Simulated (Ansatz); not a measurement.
Mulliken charges of CH5FOSi2, SMILES `F[C@H]1O[Si@H]1[SiH3]` from PBE/def2-TZVPP in Ansatz (PBE0-D4/def2-TZVP geometry).

```csv
atom,x (Å),y (Å),z (Å),charge (e)
F1,-2.036,-0.612,1.063,-0.172
C2,-1.563,0.622,0.736,0.148
O3,-0.420,0.981,1.473,-0.296
Si4,0.021,0.818,-0.156,0.273
Si5,1.324,-1.040,-0.682,0.093
H6,-2.377,1.345,0.796,0.090
H7,0.344,2.104,-0.826,-0.060
H8,1.334,-1.207,-2.159,-0.033
H9,0.739,-2.237,-0.031,-0.015
H10,2.717,-0.826,-0.210,-0.028
```

By hand: the dipole of these point charges (1 e Å = 4.8032 D).

Σ q r = (0.006, 0.125, -0.417) e Å, of length 0.435 e Å = 2.09 D.

How does the dipole of the full density compare? (Best estimate.)

The calculation gave: (0.171, 0.124, -0.390) e Å, 2.13 D; the point charges give 0.98 times that, at 22° from its direction.

Point charges leave out the atoms' own dipoles, such as those of lone pairs, and Mulliken's split depends on the basis, so the two needn't agree.
